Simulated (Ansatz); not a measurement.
Cartesian coordinates in Å:
```
N -1.065 1.159 -2.036
C -0.554 0.257 -1.153
C -0.297 0.461 0.151
Si 0.336 -0.885 1.209
S 2.306 -0.348 1.889
H -1.096 2.128 -1.772
H -0.979 0.976 -3.019
H -0.389 -0.726 -1.590
H -0.461 1.454 0.567
H 0.367 -2.136 0.400
H -0.481 -1.136 2.428
H 2.312 -1.204 2.925
```

Charge 0, multiplicity 1.

Problem. List the PBE0/def2-TZVPP orbital energies in eV (the Gaussian-basis code of Ansatz). (Best estimate.)

Solution. Computed: Occupied: -2421.81, -1802.57, -392.07, -279.62, -277.53, -217.18, -161.01, -160.93, -160.82, -144.84, -99.53, -99.49, -99.47, -26.14, -20.92, -19.95, -16.92, -15.49, -13.82, -13.73, -11.31, -11.10, -10.41, -9.57, -9.28, -8.76, -6.99, -6.40. Lowest empty: 0.09, 0.78, 0.91, 1.35, 1.46, 1.71, 2.24, 2.62.
